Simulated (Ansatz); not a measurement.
1-ethyl-3-methylimidazolium (C₆H₁₁N₂⁺), relaxed as a singlet with RKS r2SCAN-D4/def2-SVP in Ansatz, starting from the GFN2-xTB geometry. Force threshold 0.02 eV/Å.

Start:

Cartesian coordinates in Å:
```
C 2.4032 -0.2747 -1.3281
C 1.1488 0.5618 -1.5605
N 0.0840 0.1728 -0.6584
C -0.8687 -0.7674 -0.9041
C -1.6489 -0.8562 0.2094
N -1.1580 0.0305 1.1195
C -1.6996 0.2685 2.4307
C -0.1083 0.6373 0.5736
H 3.1781 0.0508 -2.0151
H 2.2101 -1.3293 -1.5057
H 2.7747 -0.1499 -0.3141
H 1.3694 1.6188 -1.3981
H 0.7895 0.4273 -2.5826
H -0.9336 -1.2959 -1.8339
H -2.5024 -1.4730 0.4062
H -2.7415 0.5814 2.3538
H -1.1308 1.0478 2.9326
H -1.6539 -0.6433 3.0269
H 0.4880 1.3928 1.0480
```

| step | energy (eV) | largest force component (eV/Å) | SCF passes |
| --- | --- | --- | --- |
| 1 | -9363.1588 | 0.756 | 22 |
| 2 | -9363.2337 | 0.466 | 21 |
| 3 | -9363.2449 | 0.094 | 20 |
| 4 | -9363.2457 | 0.034 | 22 |
| 5 | -9363.2463 | 0.024 | 21 |
| 6 | -9363.2472 | 0.065 | 20 |
| 7 | -9363.2482 | 0.057 | 19 |
| 8 | -9363.2488 | 0.061 | 20 |
| 9 | -9363.2494 | 0.055 | 20 |
| 10 | -9363.2497 | 0.045 | 21 |
| 11 | -9363.2499 | 0.036 | 21 |
| 12 | -9363.2499 | 0.013 | 22 |

Force components are those of the run's own axes.

End:

```xyz
19

C     2.387   -0.344   -1.450
C     1.206    0.610   -1.507
N     0.110    0.195   -0.612
C    -0.776   -0.835   -0.849
C    -1.590   -0.927    0.248
N    -1.180    0.045    1.137
C    -1.781    0.310    2.442
C    -0.150    0.711    0.596
H     3.170    0.012   -2.135
H     2.104   -1.360   -1.762
H     2.816   -0.392   -0.437
H     1.489    1.629   -1.207
H     0.780    0.674   -2.520
H    -0.762   -1.410   -1.773
H    -2.421   -1.595    0.463
H    -2.834    0.595    2.312
H    -1.239    1.131    2.926
H    -1.713   -0.590    3.068
H     0.384    1.539    1.060
```

By distances, no bond broke or formed. The bond that changes most is C2–N3, from 1.45 to 1.47 Å (atoms count from 1).

No frequencies were taken in this run, so the end may be a saddle point.

It took 35 s on 4 threads of Arm Neoverse V1 on a shared host.
